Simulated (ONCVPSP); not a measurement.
Logarithmic derivatives: Ga, ONCV

```
Element                 : Ga
Generator               : ONCVPSP 4.0.1
Type                    : optimised norm-conserving Vanderbilt (ONCV)
Functional              : LDA (Perdew-Zunger)
Relativity              : scalar-relativistic
Frozen core             : [Ar]
Valence charge          : 13
Reference configuration : 3d10 4s2 4p1
Partial waves           : 4s: rc 1.95 bohr, ncon 4, nbas 7, qcut 4.2 1/bohr, 2 projectors, debl 1.1 Ha; 4p: rc 1.70 bohr, ncon 4, nbas 7, qcut 3.8 1/bohr, 1 projector; 3d: rc 0.90 bohr, ncon 4, nbas 9, qcut 20.7 1/bohr, 2 projectors, debl 0.4 Ha; f scattering state at 0.1 Ha: rc 2.05 bohr, ncon 5, nbas 9, qcut 4.6 1/bohr, 1 projector
Local potential         : polynomial inside 0.70 bohr (lpopt 5, dvloc0 2 Ha)
Core correction         : polynomial model core, fcfact 0.5
```

In the d channel the program set the typed energies aside and used -0.713, 0.250 Ha.

The phase is arctan(r·R′/R) of the radial function R(r), unwrapped; energies in Ha, scanned from -2 to 5 Ha. A pole is an energy at which the radial function vanishes at the test radius. The pseudo phase is shifted by a multiple of π to meet the all-electron one at the reference energy, and phase errors are pseudo minus all-electron; the curves can meet again beyond the range given. Levels narrower than the energy grid can be missing from the lists of poles.

**Question.** For each channel, where are the poles, and over which energies does the pseudopotential scatter like the atom?

**Answer.**

| channel | radius (bohr) | reference energy (Ha) | poles, all-electron | poles, pseudo | unbroken range about the reference energy with phases within 0.05 rad | phase error 1 Ha above the reference energy (rad) |
| --- | --- | --- | --- | --- | --- | --- |
| s | 1.98 | -0.34 | 1.39 | 1.39 | below 3.4 | -0.000 |
| p | 1.73 | -0.10 | 3.48 | -1.55, 3.22 | -1.2 to 4.3 | -0.002 |
| d | 0.92 | -0.71 | 1.77 | 1.77 | the whole range | -0.000 |
| f | 2.08 | 0.10 | 3.59 | 3.85 | below 1.6 | +0.003 |

Note: ghosts flagged at negative energy: s at -236.4 eV, p at -42.8 eV; GHOST(+) flagged for f at 45.1 eV. A true bound ghost makes a file unfit for plane-wave use.

Phases in the d channel:

```csv
E (Ha),all-electron,pseudo
-1.98,-0.361,-0.361
-1.62,-0.623,-0.623
-1.26,-0.843,-0.843
-0.90,-1.017,-1.017
-0.54,-1.151,-1.151
-0.18,-1.256,-1.256
0.18,-1.339,-1.339
0.54,-1.406,-1.406
0.90,-1.463,-1.463
1.26,-1.512,-1.512
1.62,-1.555,-1.555
1.98,-1.593,-1.593
2.34,-1.629,-1.629
2.70,-1.663,-1.663
3.06,-1.695,-1.695
3.42,-1.727,-1.727
3.78,-1.760,-1.760
4.14,-1.793,-1.793
4.50,-1.828,-1.828
4.86,-1.865,-1.865
```
